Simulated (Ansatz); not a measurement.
Born–Oppenheimer molecular dynamics of H₆OW (8 atoms, charge 0, multiplicity 1). It starts from a relaxed structure.

Method: RKS PBE-D4/def2-SVP (Ansatz).

```yaml
ensemble: NVT, Langevin thermostat
time_step: 0.5 fs
steps_asked: 150
set_temperature: 200 K
friction: 0.02 /fs
seed: 449600
```

Frames 5 fs apart, positions in Å, forces in eV/Å.

Velocities at 5 fs (Å/ps):

```
W 0.11 0.29 -0.10
H 8.63 3.11 8.99
H -7.20 7.40 3.54
H 12.86 0.61 12.90
O 0.07 -1.58 0.76
H 4.92 -4.90 -19.61
H 4.14 -11.49 -10.05
H -10.43 17.40 -5.95
```

```xyz
8
Properties=species:S:1:pos:R:3:forces:R:3 time_fs=5 energy_less_start_eV=0.099 T=92
W -0.242 0.178 -0.222 0.27 0.40 -0.52
H -0.027 -0.657 1.172 0.02 -0.46 0.27
H 1.159 0.462 0.798 -0.52 -0.22 -0.52
H 0.481 1.738 -0.210 -0.11 -0.05 -0.12
O -2.036 0.236 0.340 0.33 0.25 -0.37
H -2.444 -0.197 1.103 -0.17 -0.20 0.32
H 0.745 -1.190 -0.279 0.14 -0.05 0.07
H -0.155 -0.618 -1.826 0.05 0.32 0.87
8
Properties=species:S:1:pos:R:3:forces:R:3 time_fs=10 energy_less_start_eV=0.118 T=94
W -0.242 0.179 -0.222 0.20 -0.21 0.90
H 0.010 -0.691 1.229 -0.16 0.02 -0.67
H 1.091 0.487 0.759 0.33 -0.19 0.09
H 0.517 1.713 -0.164 -0.18 0.09 -0.23
O -2.025 0.235 0.337 -0.76 -0.57 0.90
H -2.464 -0.276 1.081 0.57 0.66 -0.89
H 0.765 -1.229 -0.300 -0.18 0.45 0.01
H -0.176 -0.514 -1.780 0.18 -0.26 -0.11
8
Properties=species:S:1:pos:R:3:forces:R:3 time_fs=15 energy_less_start_eV=0.111 T=102
W -0.241 0.178 -0.221 -0.34 0.35 0.50
H -0.008 -0.745 1.161 -0.08 -0.02 -0.21
H 1.096 0.459 0.708 0.73 -0.15 0.47
H 0.520 1.693 -0.174 -0.06 0.32 -0.15
O -2.013 0.236 0.341 -0.01 0.68 -0.75
H -2.459 -0.285 1.001 -0.57 -0.62 0.94
H 0.754 -1.184 -0.279 0.14 -0.05 -0.12
H -0.180 -0.500 -1.744 0.20 -0.51 -0.68
8
Properties=species:S:1:pos:R:3:forces:R:3 time_fs=20 energy_less_start_eV=0.126 T=138
W -0.240 0.177 -0.221 0.97 0.64 -0.98
H -0.057 -0.791 1.086 0.09 -0.22 0.46
H 1.247 0.376 0.703 -0.71 -0.18 -0.31
H 0.514 1.730 -0.179 -0.15 -0.15 -0.01
O -2.010 0.245 0.350 -1.25 -1.03 1.34
H -2.482 -0.328 1.044 0.78 1.02 -1.12
H 0.760 -1.143 -0.305 0.30 -0.46 -0.03
H -0.164 -0.639 -1.795 -0.03 0.39 0.63
8
Properties=species:S:1:pos:R:3:forces:R:3 time_fs=25 energy_less_start_eV=0.118 T=133
W -0.237 0.176 -0.225 1.26 -0.88 -0.29
H -0.060 -0.875 1.085 -0.01 0.34 -0.14
H 1.261 0.248 0.654 -0.53 0.08 -0.16
H 0.507 1.751 -0.184 -0.13 -0.35 0.08
O -2.010 0.244 0.367 0.79 1.04 -1.30
H -2.483 -0.284 0.983 -0.96 -1.03 1.41
H 0.796 -1.194 -0.375 -0.30 0.34 0.11
H -0.148 -0.685 -1.747 -0.13 0.47 0.31
8
Properties=species:S:1:pos:R:3:forces:R:3 time_fs=30 energy_less_start_eV=0.189 T=80
W -0.233 0.176 -0.229 -0.37 -0.75 0.77
H -0.070 -0.909 1.067 0.01 0.43 -0.22
H 1.199 0.161 0.577 0.73 0.21 0.58
H 0.507 1.723 -0.187 0.12 0.01 0.16
O -2.007 0.242 0.377 -0.95 -0.61 0.64
H -2.558 -0.297 1.017 0.85 0.72 -0.65
H 0.771 -1.212 -0.425 -0.26 0.39 0.13
H -0.149 -0.615 -1.652 -0.12 -0.40 -1.40
8
Properties=species:S:1:pos:R:3:forces:R:3 time_fs=35 energy_less_start_eV=0.121 T=189
W -0.228 0.177 -0.230 -0.99 0.51 -0.66
H -0.097 -0.850 1.024 0.19 -0.42 0.54
H 1.264 0.113 0.620 -0.27 0.25 -0.09
H 0.555 1.691 -0.195 0.16 0.16 0.24
O -2.020 0.230 0.384 0.67 0.62 -0.81
H -2.545 -0.292 0.993 -0.25 -0.44 0.62
H 0.690 -1.148 -0.445 0.58 -0.91 -0.01
H -0.196 -0.575 -1.788 -0.09 0.23 0.18
8
Properties=species:S:1:pos:R:3:forces:R:3 time_fs=40 energy_less_start_eV=0.151 T=147
W -0.223 0.180 -0.232 -0.28 -0.84 -0.52
H -0.107 -0.848 1.077 0.15 -0.13 -0.16
H 1.287 0.132 0.659 -0.67 0.13 -0.37
H 0.615 1.674 -0.123 -0.05 0.01 0.10
O -2.030 0.224 0.379 0.36 -0.11 0.07
H -2.519 -0.329 1.038 0.49 0.37 -0.38
H 0.700 -1.227 -0.474 -0.09 0.14 0.10
H -0.271 -0.503 -1.919 0.09 0.44 1.17
8
Properties=species:S:1:pos:R:3:forces:R:3 time_fs=45 energy_less_start_eV=0.120 T=171
W -0.219 0.180 -0.236 -1.34 -0.08 1.06
H -0.074 -0.878 1.097 -0.01 0.16 -0.62
H 1.190 0.174 0.619 0.70 -0.17 0.37
H 0.674 1.651 -0.022 -0.26 -0.11 -0.17
O -2.031 0.221 0.373 0.94 0.39 -0.55
H -2.442 -0.335 1.049 -0.13 -0.22 0.35
H 0.692 -1.252 -0.489 -0.15 0.35 0.03
H -0.338 -0.399 -1.809 0.25 -0.32 -0.49
8
Properties=species:S:1:pos:R:3:forces:R:3 time_fs=50 energy_less_start_eV=0.154 T=196
W -0.216 0.179 -0.242 -1.58 1.00 0.87
H -0.077 -0.894 0.968 0.07 -0.57 0.49
H 1.209 0.190 0.657 0.24 -0.30 0.04
H 0.658 1.588 0.029 0.16 0.62 -0.15
O -2.019 0.220 0.357 0.50 0.03 0.07
H -2.395 -0.357 1.050 -0.02 0.07 -0.05
H 0.650 -1.213 -0.503 0.33 -0.38 -0.11
H -0.365 -0.390 -1.778 0.30 -0.46 -1.15
8
Properties=species:S:1:pos:R:3:forces:R:3 time_fs=55 energy_less_start_eV=0.207 T=199
W -0.213 0.177 -0.248 0.73 -0.86 -0.73
H -0.046 -1.013 0.900 -0.05 0.09 0.16
H 1.301 0.165 0.716 -0.95 -0.17 -0.62
H 0.688 1.628 0.030 -0.24 -0.05 -0.14
O -2.005 0.224 0.340 0.18 -0.27 0.51
H -2.410 -0.351 1.035 0.19 0.35 -0.44
H 0.669 -1.249 -0.571 -0.06 0.23 0.08
H -0.296 -0.487 -1.955 0.20 0.68 1.17
8
Properties=species:S:1:pos:R:3:forces:R:3 time_fs=60 energy_less_start_eV=0.125 T=279
W -0.209 0.171 -0.254 0.76 -1.10 -0.13
H -0.028 -1.109 0.891 -0.14 0.80 -0.39
H 1.233 0.120 0.657 -0.09 -0.13 -0.08
H 0.666 1.697 0.009 -0.44 -0.62 -0.13
O -1.986 0.218 0.337 0.28 0.44 -0.42
H -2.450 -0.311 0.995 -0.25 -0.35 0.48
H 0.663 -1.275 -0.630 -0.12 0.47 0.18
H -0.197 -0.455 -1.899 0.00 0.49 0.49
```

Of the whole run (75 fs, mean temperature of the second half 213 K): A run of 0.075 ps of so small a system gives no equilibrium averages.

Run time: 4.2 min on 1 thread of Intel(R) Xeon(R) 6975P-C (Granite Rapids), on a shared host, peak memory 0.15 GiB.
